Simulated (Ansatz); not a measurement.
Geometry optimisation, RKS PBE0/def2-SVP in Ansatz.

Input file:

```yaml
crystal:
  periodic: [false, false, false]
  atoms:
    - { symbol: Ga, position_ang: [-0.36795, -1.252328, 0.466741] }
    - { symbol: S, position_ang: [0.199443, 1.864186, -1.163249] }
    - { symbol: H, position_ang: [-1.394982, -2.102342, -0.360799] }
    - { symbol: H, position_ang: [-0.759236, -0.688582, 1.880964] }
    - { symbol: H, position_ang: [0.948985, 0.782046, -0.819256] }
    - { symbol: H, position_ang: [1.054259, -0.995689, -0.081722] }
    - { symbol: H, position_ang: [0.319581, 2.39261, 0.077321] }
basis:
  gaussian: { orbitals: def2-SVP }
hamiltonian:
  xc: pbe0
relax:
  f_tol: 0.03
  max_steps: 50
```

Run as:

```bash
$ ansatz run input.yaml --threads 2 --pin off --max-ram 3072MiB --backend cpu --events-out ev --progress --plain --runs-dir out
```

Where does it end, and by what steps?

The run converged. The force dipped under the threshold on the way, but the program's further checks kept it going. After 16 steps the energy has fallen by 0.435 eV; H5 moved furthest, 0.86 Å. Joined: Ga1–S2.

```tsv
step	energy less start (eV)	largest force component (eV/Å)	accepted
0	0.0000	0.503	yes
1	-0.0691	0.838	yes
2	-0.1658	1.018	yes
3	-0.2825	1.022	yes
4	-0.3347	1.112	yes
5	-0.4133	0.103	yes
6	-0.4171	0.038	yes
7	-0.4189	0.230	yes
8	-0.4215	0.193	yes
9	-0.4286	0.024	yes
10	-0.4298	0.150	yes
11	-0.4244	0.544	no
12	-0.4326	0.031	yes
13	-0.4335	0.238	yes
14	-0.4334	0.117	no
15	-0.4350	0.013	yes
16	-0.4351	0.025	yes
```

```xyz
7
Properties=species:S:1:pos:R:3
Ga -0.301 -1.004 0.444
S -0.207 1.396 -0.633
H -1.163 -1.645 -0.708
H -1.013 -0.520 1.766
H 0.731 1.132 -1.569
H 1.254 -1.272 0.473
H 0.699 1.912 0.227
```

Whether the end is a true minimum wasn't checked by a vibrational analysis.

Run time: 28 s on 2 threads of AMD EPYC 7R43 64-Core Processor (Zen 3), with other jobs on the host, peak memory 0.17 GiB.
